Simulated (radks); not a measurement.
Question: Radial electron density D(r) = 4 pi r^2 rho(r) of an atom or ion with 49 electrons. Method: scalar-relativistic Kohn-Sham, AM05, spin-polarised, spherical densities, point nucleus; computed with a radial shooting solver on a logarithmic mesh with Libxc functionals.

```
   r/bohr * D(r) (the largest magnitude, 85.8, reaches the edge; | marks zero)
 0.001297 | *
  0.00173 |  *
 0.002326 |    *
 0.003128 |       *
 0.004171 |           *
 0.005608 |                *
  0.00748 |                        *
  0.01006 |                                *
  0.01352 |                                      *
  0.01803 |                                          *
  0.02425 |                                         *
   0.0326 |                                     *
  0.04348 |                                     *
  0.05845 |                                             *
  0.07859 |                                                      *
   0.1048 |                                                   *
   0.1409 |                                        *
    0.188 |                                        *
   0.2527 |                                             *
   0.3398 |                                 *
   0.4532 |                *
   0.6093 |               *
   0.8191 |               *
    1.093 |        *
    1.469 |   *
    1.975 | *
    2.634 |*
    3.541 *
    4.723 *
     6.35 *
```

What is the nuclear charge?

Answer: Z = 52. The innermost maximum, from 1s, lies near gamma/Z bohr with gamma = sqrt(1 - (Z/c)^2) = 0.925, here 0.0178 bohr (found: 0.0195), and its height grows with Z. The density is that of the tellurium ion Te3+ in [Kr] 4d10 5s2 5p1; the configuration itself is not fixed sharply by these data, and Z only to a few units. D(r) has 4 maxima, at r = 0.0195, 0.0858, 0.249, 0.721 bohr, and minima at 0.0379, 0.164, 0.528 bohr, inside which lie 1.98, 11.19, 28.94 electrons.
